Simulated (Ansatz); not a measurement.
H3B2N, SMILES `BB=N` (charge 0, multiplicity 1).

These are PBE/cc-pVTZ // B3LYP-D3(BJ)/def2-TZVP (Ansatz, a program for electronic structure) values and carry that method's errors.

Ansatz 0.2 input:
```yaml
crystal:
  periodic: [false, false, false]
  atoms:
    - { symbol: B, position_ang: [-1.180783, 0.217572, 0.911871] }
    - { symbol: B, position_ang: [0.444367, -0.081866, 0.864345] }
    - { symbol: N, position_ang: [1.663894, -0.30675, 0.828507] }
    - { symbol: H, position_ang: [-1.596714, 1.32051, 1.0732] }
    - { symbol: H, position_ang: [-1.970552, -0.663255, 0.785745] }
    - { symbol: H, position_ang: [2.639806, -0.486201, 0.799797] }
basis:
  gaussian: { orbitals: cc-pVTZ }
hamiltonian:
  xc: pbe
```

Output:

```
Functional definition: PBE
779 factors; their error is unknown
mean field evaluation 1: about -2877.6609 eV, gradient 7.0e1 eV
mean field evaluation 2: about -2823.2730 eV, gradient 1.3e2 eV
mean field evaluation 4: about -2887.0196 eV, gradient 1.0e1 eV
mean field evaluation 8: about -2887.3091 eV, gradient 1.5e-1 eV
mean field evaluation 16: about -2887.2913 eV, gradient 5.3e-5 eV
mean field -2887.29130231 eV, -106.1059982835 hartree, gradient 5.3e-5 eV, S^2 0.000000; 0 other end points of the search recorded, 0 dependent functions left out
reference -2887.29133891 eV, -106.1059996285 hartree; 10, 10 occupied and 122, 122 virtual orbitals, 779 factors
Total energy: -2887.29133891 eV, -106.1059996285 hartree
```
